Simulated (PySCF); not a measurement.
Se(OH)(GeH3) (GeH₄OSe), SMILES O[Se][GeH3]. Atoms are numbered in the order given.

```xyz
7

Se     0.5722    -0.5250     0.7659
O      0.4942    -1.9343    -0.4439
H      1.2956    -1.8163    -0.9936
Ge    -0.6839     0.9767    -0.5902
H     -0.7993     2.3126     0.1925
H      0.0627     1.1991    -1.9327
H     -2.0851     0.3772    -0.8681
```
Charge 0, spin multiplicity 1.

Geometry: PBE-D3(BJ)/def2-SVP. This is a generated structure with no PubChem entry under its InChIKey; it may be hypothetical. The values are those of a single conformer.

The numbers are results of PBE-D3(BJ)/def2-SVP run with PySCF 2.14.0, not measurements.

Frequencies are harmonic and unscaled.

| mode | ν (cm⁻¹) | IR (km/mol) | moving atoms (share of kinetic energy) |
|---|---|---|---|
| 1 | 114 | 0.6 | H 89 %, O 8 % |
| 2 | 128 | 0.8 | O 66 %, Ge 13 %, H 11 %, Se 10 % |
| 3 | 272 | 4.1 | Se 49 %, Ge 47 % |
| 4 | 351 | 75.3 | H 92 % |
| 5 | 494 | 10.9 | H 88 % |
| 6 | 516 | 10.4 | H 95 % |
| 7 | 602 | 45.1 | O 82 %, Se 15 % |
| 8 | 778 | 201.5 | H 97 % |
| 9 | 827 | 32.6 | H 99 % |
| 10 | 851 | 42.4 | H 99 % |
| 11 | 1068 | 46.0 | H 95 % |
| 12 | 2063 | 70.5 | H 100 % |
| 13 | 2081 | 108.7 | H 98 % |
| 14 | 2092 | 91.9 | H 98 % |
| 15 | 3667 | 69.1 | H 94 % |
